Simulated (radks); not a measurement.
Values are calculated unless marked as measured or tabulated.
All-electron atom: Ta2+ in [Xe] 4f14 5d3 (the NIST ground configuration). Level of theory: Dirac Kohn-Sham, PBE, spin-unpolarised, spherical densities, finite nucleus; open shells fill j = l - 1/2 first; Fermi nuclear charge, rms radius 5.3507 fm (a radial shooting solver on a logarithmic mesh with Libxc functionals).

Spin-orbit splittings of the eigenvalues, e(l+1/2) - e(l-1/2), with zeta = 2 splitting/(2l+1) and mean radii in bohr:

shell  occ.  splitting (eV)  zeta (eV)  <r> j=l-1/2  <r> j=l+1/2
2p        6            1270      846.8      0.06487      0.07271
3p        6           273.4      182.3       0.1943       0.2088
3d       10           59.56      23.82       0.1829       0.1874
4p        6           62.96      41.97       0.4644       0.4975
4d       10           11.57      4.627       0.5164       0.5279
4f       14           1.982     0.5663       0.6339       0.6448
5p        6           8.732      5.822        1.220        1.325
5d        3          0.6919     0.2768        1.963        2.024
